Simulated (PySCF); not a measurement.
# How the method changes the constants of MoO⁺

State: ⁴Σ⁻ (quartet), unpaired electrons σ ↑, δ ↑↑. Set-up: Mo def2-TZVPPD with ECP28, O def2-TZVPPD; scalar-relativistic core potentials (PySCF 2.14). De refers to Mo⁺ (4d5) + O in their high-spin ground configurations, without counterpoise correction. The functionals are run spin-unrestricted. A positive dipole points towards O; it is taken about the centre of mass and depends on that origin.

```tsv
Level	Re (Å)	ωe (cm⁻¹)	De (eV)	μ (D)	CPU s a point (SCF and correlation, without the integrals)
ROHF	1.583	1174	n/a	-4.67	0.97
ROHF-MP2	1.640	1058	n/a	n/a	1.9
ROHF-SCS-MP2	1.641	1042	n/a	n/a	n/a
ROHF-CCSD	1.618	1083	4.20	n/a	n/a
ROHF-CCSD(T)	1.640	1016	4.98	n/a	120
PBE	1.631	1054	6.18	-3.18	1.3
PW91	1.632	1054	6.20	-3.20	0.88
BLYP	1.644	1031	6.18	-3.26	1.2
r²SCAN	1.627	1059	5.42	-3.46	1.6
r²SCANh	1.621	1067	4.97	-3.57	2.2
PBE0	1.612	1089	4.84	-3.56	3
r²SCAN0	1.612	1068	4.32	-3.73	2.4
B97-3	1.613	1096	5.08	-3.61	1.6
ωB97X-V	1.608	1119	4.96	-3.85	7.2
```

The bond length runs from 1.583 Å (ROHF) to 1.644 Å (BLYP). De spans 4.20 eV (ROHF-CCSD, coupled cluster) to 6.20 eV (PW91, GGA).

Correlated steps freeze 1 core orbital. The metal atom is held in its measured ground configuration; semilocal functionals can put another filling of s and d lower by some tenths of an eV, and De to that atom would be smaller. Spin–orbit coupling is left out, which matters for elements this heavy, above all for dissociation energies. For an ion De counts to the pair picked by the measured ionisation energies or electron affinities, which need not be the lowest pair at this level. The CCSD T1 diagnostic is raised, a sign that a single reference may not be enough here. UHF is strongly spin-contaminated for MoO⁺, so the ROHF reference used there is far from stable. The state is the lowest single determinant that the PBE0 search found; with open d or f shells the true ground state can be another one.

The whole job (state search and all levels along the bond) took about 13 min on 2 threads of Intel Xeon 6975P-C (shared host), peak memory 5 GiB.
